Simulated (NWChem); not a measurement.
CH3AlCl2; SMILES [CH3][Al]([Cl])[Cl]

Program: NWChem. All runs use the structure optimised with PBE0/def2-SVP. Ions are spin-unrestricted doublets at the neutral geometry; other ion states weren't tried.

For level PBE/def2-SVP:

| Property | Result |
|---|---|
| −ε(HOMO) (eV) | 7.42 |

What are these values for level PBE0/def2-SVP?


- −ε(HOMO) (eV): 8.81
